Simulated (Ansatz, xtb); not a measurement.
A geometry optimisation of C2H3AlF2 with r2SCAN-D4/def2-SVP

The starting geometry of this gas-phase singlet was built from a drawn formula by distance geometry and a force field; its bonds are those of `FC(F)=[CH][AlH2]`.

```xyz
8

C     0.9173   -0.3202    2.0999
C     1.0352    0.5198    1.0496
Al   -0.0379    0.2915   -0.5934
F     0.0056   -1.3600    2.0848
F     1.6485   -0.0991    3.2115
H     1.7238    1.3297    1.1104
H    -1.1091   -0.8851   -0.7113
H     0.0813    1.3714   -1.7900
```

Problem. Predict what it relaxes into with r2SCAN-D4/def2-SVP.

Solution. It keeps its bonds, and is `FC(F)=[CH][AlH2]`.

The energy falls by 0.41 eV over 6 steps:

```
step  E − E(last) (eV)
   1             0.406
   2             0.136
   3             0.031
   4             0.001
   5             0.000
   6             0.000
```

Final geometry (Å):

```csv
atom,x (Å),y (Å),z (Å)
C,0.9069,-0.2860,2.0730
C,0.9747,0.5127,1.0022
Al,-0.0770,0.3103,-0.6066
F,0.1143,-1.3324,2.1975
F,1.6146,-0.1650,3.1785
H,1.7063,1.3205,1.1243
H,-1.1197,-0.8773,-0.7363
H,0.1446,1.3653,-1.7710
```

From the same start GFN2-xTB ends elsewhere, differing in Al3–F4 (2.01 against 3.26 Å here).

The end wasn't checked by frequencies. Run with Ansatz 0.2.0, 17 s on 1 thread of Intel(R) Xeon(R) 6975P-C (Granite Rapids), on a shared host.
